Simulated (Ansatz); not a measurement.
A run for Ansatz (a program for electronic structure): U-CCSD(T)/aug-cc-pVQZ on NO-, 2S+1 = 3, a spin state set in the input, which need not be the lowest, a point of a bond scan (R = 1.261 Å). Charge -1.

Ansatz 0.2 input:
```yaml
crystal:
  periodic: [false, false, false]
  atoms:
    - {symbol: N, position_ang: [0.00000000, 0.00000000, 0.00000000]}
    - {symbol: O, position_ang: [0.00000000, 0.00000000, 1.26141500]}
basis:
  gaussian:
    orbitals: aug-cc-pVQZ
    pivot_positions_ang: [[0.00000000, 0.00000000, 0.00000000], [0.00000000, 0.00000000, 1.26141500]]
total_charge: -1
magnetization: {spin_polarized: true, initial_magnetization: 2}
correlation: {method: ccsd_t, electrons: outside_noble_gas}
output: {orbitals: {seedname: ./end}}
```

It printed:

```
WARN ansatz: RAYON_NUM_THREADS=1 ignored (pool sized by the plan → 1); use --threads N
Functional definition: HF
integrals: 0.70 GiB planned
1133 factors; integrals over basis functions are off by at most 2.4e-4 eV
mean field: 0.45 GiB planned
mean field evaluation 1: about -3514.4364 eV, gradient 2.7e1 eV
mean field evaluation 2: about -3514.4382 eV, gradient 2.7e1 eV
mean field evaluation 4: about -3518.0345 eV, gradient 3.8e0 eV
mean field evaluation 8: about -3518.2513 eV, gradient 2.3e-1 eV
mean field evaluation 16: about -3518.0358 eV, gradient 3.8e0 eV
mean field evaluation 32: about -3517.7295 eV, gradient 7.6e0 eV
mean field evaluation 64: about -3515.5798 eV, gradient 1.5e-2 eV
mean field evaluation 96: about -3515.0402 eV, gradient 4.4e-2 eV
mean field evaluation 128: about -3515.0411 eV, gradient 3.9e-2 eV
mean field -3518.25421348 eV, -129.2934575872 hartree, gradient 1.5e-6 eV, S^2 2.052222; 4 other end points of the search recorded, 0 dependent functions left out
determinant -3518.25421348 eV, -129.2934575872 hartree, with singles and doubles -3530.45460216 eV, -129.7418136014 hartree
determinant -3515.73993248 eV, -129.2010594645 hartree, with singles and doubles -3528.02072914 eV, -129.6523704174 hartree
determinant -3515.57983418 eV, -129.1951759607 hartree, with singles and doubles -3528.12087678 eV, -129.6560507755 hartree
2 core orbitals not correlated
reference -3518.25421348 eV, -129.2934575872 hartree; 7, 5 occupied and 151, 153 virtual orbitals, 1133 factors
second order -11.96061540 eV of doubles, -0.00000000 eV of singles
coupled cluster: 1.56 GiB planned
cycle   1  -12.00258841 eV  change    -1.2e0 eV  update   3.5e-2
cycle   2  -12.05530940 eV  change   -5.3e-2 eV  update   1.2e-2
cycle   3  -12.06077921 eV  change   -5.5e-3 eV  update   1.1e-2
cycle   4  -12.06059367 eV  change    1.9e-4 eV  update   5.2e-3
cycle   5  -12.06477041 eV  change   -4.2e-3 eV  update   2.2e-3
cycle   6  -12.06582329 eV  change   -1.1e-3 eV  update   8.9e-4
cycle   7  -12.06592935 eV  change   -1.1e-4 eV  update   5.7e-4
cycle   8  -12.06591475 eV  change    1.5e-5 eV  update   2.4e-4
cycle   9  -12.06586840 eV  change    4.6e-5 eV  update   1.2e-4
cycle  10  -12.06582830 eV  change    4.0e-5 eV  update   3.9e-5
cycle  11  -12.06584975 eV  change   -2.1e-5 eV  update   1.7e-5
cycle  12  -12.06586472 eV  change   -1.5e-5 eV  update   7.5e-6
cycle  13  -12.06586393 eV  change    7.9e-7 eV  update   3.0e-6
perturbative correction -0.57702801 eV, -0.0212053883 hartree
Total energy: -3530.89710542 eV, -129.7580752963 hartree
```

The run converged.

Cost: very roughly 50 core-seconds.
